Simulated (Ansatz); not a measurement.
System: C2H6GeO2, charge 0, multiplicity 1. 
Structure (B3LYP-D3(BJ)/def2-TZVP (Ansatz, a program for electronic structure) minimum search):
SMILES: CC(=O)[O][GeH3]
```xyz
11

C      2.7758     0.1158    -0.2970
C      1.3697    -0.2465     0.0946
O      1.0723    -1.1549     0.8383
O      0.4528     0.5469    -0.4679
Ge    -1.2907     0.1474    -0.0217
H      2.8817     0.0558    -1.3810
H      3.4795    -0.5567     0.1852
H      2.9831     1.1468    -0.0077
H     -1.6164    -1.2643    -0.5134
H     -1.4686     0.3252     1.4874
H     -2.0315     1.2250    -0.8231
```

Total electronic energies in hartree. Valence correlation only, unless marked. No spin-orbit coupling. The frozen core is the preceding noble-gas configuration, with the filled d and f shells of earlier blocks. Non-relativistic. CBS marks a two-point X^-3 extrapolation of the correlation energy; Hartree-Fock from the larger set. The bracket is a focal-point correction in the basis named.

```json
[
 {"level": "HF/6-31G", "program": "Ansatz", "energy (Eh)": "-2303.89767"},
 {"level": "HF/6-31G*", "program": "Ansatz", "energy (Eh)": "-2304.06370"},
 {"level": "HF/cc-pVQZ", "program": "Ansatz", "energy (Eh)": "-2304.50856"},
 {"level": "RI-HF/cc-pVTZ", "program": "Ansatz", "energy (Eh)": "-2304.48714"},
 {"level": "BLYP-D3(BJ)/def2-TZVPD", "program": "Ansatz + dftd3", "energy (Eh)": "-2307.41263"},
 {"level": "B3LYP-D4/def2-TZVPD", "program": "Ansatz + dftd4", "energy (Eh)": "-2307.46784"},
 {"level": "B3LYP/def2-TZVPD", "program": "Ansatz", "energy (Eh)": "-2307.45536"},
 {"level": "r2SCANh-D4/def2-TZVPD", "program": "Ansatz + dftd4", "energy (Eh)": "-2307.25488"},
 {"level": "r2SCANh/def2-TZVPD", "program": "Ansatz", "energy (Eh)": "-2307.25284"},
 {"level": "HSE06/def2-TZVPD", "program": "Ansatz", "energy (Eh)": "-2306.87251"},
 {"level": "wB97X/def2-TZVPD", "program": "Ansatz", "energy (Eh)": "-2307.39169"},
 {"level": "RPA@PBE/cc-pVQZ", "program": "Ansatz", "energy (Eh)": "-2306.03837"},
 {"level": "MP2/CBS(aug-cc-pVTZ,aug-cc-pVQZ)", "program": "Ansatz", "energy (Eh)": "-2305.5446"},
 {"level": "MP2/CBS(cc-pVTZ,cc-pVQZ)", "program": "Ansatz", "energy (Eh)": "-2305.5419"},
 {"level": "SCS-MP2/STO-3G", "program": "Ansatz", "energy (Eh)": "-2278.02188"},
 {"level": "SCS-MP2/cc-pVDZ", "program": "Ansatz", "energy (Eh)": "-2305.06647"},
 {"level": "SCS-MP2/cc-pVTZ", "program": "Ansatz", "energy (Eh)": "-2305.39990"},
 {"level": "CCSD/6-31G", "program": "Ansatz", "energy (Eh)": "-2304.41155"},
 {"level": "CCSD/6-31G*", "program": "Ansatz", "energy (Eh)": "-2304.79006"},
 {"level": "CCSD(T)/6-31G", "program": "Ansatz", "energy (Eh)": "-2304.42618"},
 {"level": "RI-MP2/CBS(aug-cc-pVTZ,aug-cc-pVQZ)+[CCSD(T)-MP2]/aug-cc-pVQZ", "program": "Ansatz", "energy (Eh)": "-2305.6078"},
 {"level": "CCSD(T)/CBS(aug-cc-pVTZ,aug-cc-pVQZ)", "program": "Ansatz", "energy (Eh)": "-2305.6032"},
 {"level": "CCSD(T)/CBS(cc-pVTZ,cc-pVQZ)", "program": "Ansatz", "energy (Eh)": "-2305.6029"}
]
```

Totals of different functionals don't rank their quality; only differences between species are comparable.
